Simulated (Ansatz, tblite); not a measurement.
Isomers of Li$_{3}$Al$_{3}$ (singlet), found by a short tight-binding search and relaxed with PBE-D4/def2-SVP in Ansatz.

The xTB rows come from tblite. Correlated methods freeze 15 core orbitals; core or outer-core shells of Li are correlated, in sets that lack core-valence functions.

Run but left out: HF/def2-TZVP, HF/def2-TZVPP (A: restricted singlet, unstable towards broken spin symmetry); BHLYP-D4/def2-TZVP (A: restricted singlet, unstable in another Hartree–Fock run and untested here).

A: The restricted singlet is unstable towards broken spin symmetry in Hartree–Fock (as tested in another run); at PBE-D4/def2-TZVP, r2SCAN-D4/def2-TZVP, PBE0-D4/def2-TZVP this wasn't settled. At CCSD(T)/def2-TZVPP T1 of the charge 0 singlet is large (up to 0.041), so the single-reference result is doubtful. At CCSD(T)/def2-TZVPP the restricted singlet (for correlated methods, its reference) is unstable: a solution with broken spin symmetry lies lower. B: The restricted singlet is unstable towards broken spin symmetry in Hartree–Fock (as tested in another run); at PBE-D4/def2-TZVP, r2SCAN-D4/def2-TZVP, PBE0-D4/def2-TZVP this wasn't settled. At CCSD(T)/def2-TZVPP T1 of the charge 0 singlet is large (up to 0.034), so the single-reference result is doubtful. At CCSD(T)/def2-TZVPP the restricted singlet (for correlated methods, its reference) is unstable: a solution with broken spin symmetry lies lower.

Other spin states weren't relaxed.

A:

```
atom    x (Å)    y (Å)    z (Å)
 Li1  -0.1198  -1.5660   1.0116
 Li2  -2.8521   0.3979   0.0488
 Li3   2.0560   0.8141   0.5815
 Al4   1.8993  -0.9189  -1.4792
 Al5  -0.4361  -0.0236  -1.1905
 Al6  -0.5472   1.2964   1.0278
```

B:

```xyz
6

Li    1.076    0.886    0.980
Li    0.327   -1.458   -1.017
Li   -0.575   -1.652    2.631
Al   -0.889    1.059   -1.402
Al    1.573    1.336   -1.862
Al   -1.512   -0.171    0.671
```

Question: Estimate which lies lowest at each level, and how far above it the others are (kcal/mol).

Answer: 
```tsv
level	A	B
GFN1-xTB	12.8	0.0
GFN2-xTB	0.0	3.8
PBE-D4/def2-TZVP	0.0	6.1
r2SCAN-D4/def2-TZVP	0.0	6.8
PBE0-D4/def2-TZVP	0.0	6.8
MP2/def2-TZVPP	0.0	5.0
CCSD/def2-TZVPP	0.0	6.8
CCSD(T)/def2-TZVPP	0.0	6.2
```
Point groups (tolerance 0.1 Å): A not assigned, B not assigned. Lower isomers may exist.
